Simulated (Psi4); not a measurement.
Psi4 input (wB97X-D/6-31G*):

```
memory 1500 MB

molecule {
1 2
Si   -1.83888400   -0.35200200    0.13559700
Si    0.47192500   -0.72337600    0.04848400
Cl    1.42908100    1.10583800   -0.19056200
H    -2.28730600    0.28706700   -1.12320000
H    -2.54461700   -1.64589200    0.30623900
H    -2.15718400    0.53302400    1.27992100
H     0.98082600   -1.33668700    1.29559400
H     0.85132200   -1.58147800   -1.09612700
symmetry c1
no_reorient
no_com
}

set {
  basis 6-31G*
  reference uks
  scf_type pk
  dft_radial_points 99
  dft_spherical_points 590
  e_convergence 1e-8
  d_convergence 1e-7
  maxiter 150
}

e = energy('wb97x-d')
print_out(f'\nFINAL {e:.10f} DIPOLE {variable("CURRENT DIPOLE")[0]:.6f} {variable("CURRENT DIPOLE")[1]:.6f} {variable("CURRENT DIPOLE")[2]:.6f}\n')
```

From the output:

```
              A
    DOCC [    24 ]
    SOCC [     1 ]
    NA   [    25 ]
    NB   [    24 ]

  @UKS Final Energy: -1041.78352327149560

   => Energetics <=

    Nuclear Repulsion Energy =            190.9480049805872852
    One-Electron Energy =               -1809.8493230847398081
    Two-Electron Energy =                 629.0868784694632723
    DFT Exchange-Correlation Energy =     -51.9662578342217429
    Empirical Dispersion Energy =          -0.0028258025844637
    VV10 Nonlocal Energy =                  0.0000000000000000
    Total Energy =                      -1041.7835232714955964

  UHF NO Occupations:
  HONO-2 :   23  A 1.9997718
  HONO-1 :   24  A 1.9980569
  HONO-0 :   25  A 1.0000000
  LUNO+0 :   26  A 0.0019431
  LUNO+1 :   27  A 0.0002282
  LUNO+2 :   28  A 0.0001389
  LUNO+3 :   29  A 0.0000961

Computation Completed

Properties will be evaluated at   0.000000,   0.000000,   0.000000 [a0]

Properties computed using the SCF density matrix

 Multipole Moments:

 ------------------------------------------------------------------------------------
     Multipole            Electronic (a.u.)      Nuclear  (a.u.)        Total (a.u.)
 ------------------------------------------------------------------------------------

 L = 1.  Multiply by 2.5417464519 to convert [e a0] to [Debye]
 Dipole X            :         -0.7807390           -0.0000151           -0.7807542
 Dipole Y            :         -0.9054462           -0.0000227           -0.9054689
 Dipole Z            :          0.1349362            0.0000132            0.1349494
 Magnitude           :                                                    1.2031884

 ------------------------------------------------------------------------------------

FINAL -1041.7835232715 DIPOLE -0.780754 -0.905469 0.134949

*** Psi4 exiting successfully. Buy a developer a beer!
```

The dipole moment of an ion depends on the origin.

The geometry given is a B3LYP-D3(BJ)/def2-TZVP minimum of the species of charge 0 and multiplicity 1, not of this state.
